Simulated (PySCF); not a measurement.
C3H7FSi, SMILES FC1C[SiH2]C1. Atoms are numbered in the order given.

```xyz
12

F     -2.1269    -0.1581     0.0000
C     -0.8508     0.3706     0.0000
C      0.0157    -0.0843    -1.1911
Si     1.4918    -0.0100     0.0000
C      0.0157    -0.0843     1.1911
H     -0.9531     1.4711     0.0000
H     -0.0672     0.5034    -2.1151
H     -0.2174    -1.1400    -1.4104
H      2.4691    -1.1339     0.0000
H      2.2259     1.2871     0.0000
H     -0.0672     0.5034     2.1151
H     -0.2174    -1.1400     1.4104
```

Geometry optimised at ωB97X-D3(BJ)/def2-SVP. The structure was generated by enumeration, and PubChem lists no compound with its InChIKey, so it may never have been made.

Calculation: PBE/def2-TZVP (PySCF).

The molecule is in vacuum.

```
Item                                                                                                            Value
---------------------------------------------------------------------------------------------  ----------------------
total energy                                                                                       -507.53212 hartree
point group                                                                                                        Cs
highest occupied level                                                                                       -7.06 eV
lowest empty level                                                                                           -0.57 eV
orbital gap                                                                                                   6.50 eV
dipole moment                                                                                                  1.30 D
quadrupole, principal values (traceless, Buckingham form, about the centre of nuclear charge)   -7.04, 3.51, 3.53 D·Å
mean static polarisability                                                                       62.8 bohr³ (9.30 Å³)
polarisability, principal values                                                               56.3, 60.1, 72.0 bohr³
```
